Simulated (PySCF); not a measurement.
Computed shifts of a molecule C8H6N2Se, PBE/pcSseg-1 in PySCF, GIAO, gas phase, equivalent atoms averaged, in ppm (number of nuclei): ¹³C: 164.4 (1), 159.6 (1), 157.7 (1), 156.5 (1), 144.9 (1), 136.2 (1), 135.2 (1), 130.6 (1). ¹⁵N: 341.7 (1), 339.5 (1). ¹H: 9.55 (1), 9.19 (1), 9.01 (1), 7.89 (1), 7.64 (1), 7.49 (1). References: ¹³C against TMS (σ = 182.0 ppm); ⁷⁷Se against Me2Se (σ = 1634.8 ppm); ¹⁵N against NH3 (σ = 267.0 ppm); ¹H against TMS (σ = 31.49 ppm), references at their B3LYP-D3(BJ)/def2-TZVP geometries, non-relativistic. The structure is a stationary point at B3LYP-D3(BJ)/def2-SVP. Other conformers were not sampled.

### Question
Which molecule gave these data?
(A) c1cnc(-c2ccc[se]2)nc1
(B) c1c[se]c(-c2cncnc2)c1
(C) CCc1c[se]c(C#N)c1C#N

### Answer
B, c1c[se]c(-c2cncnc2)c1
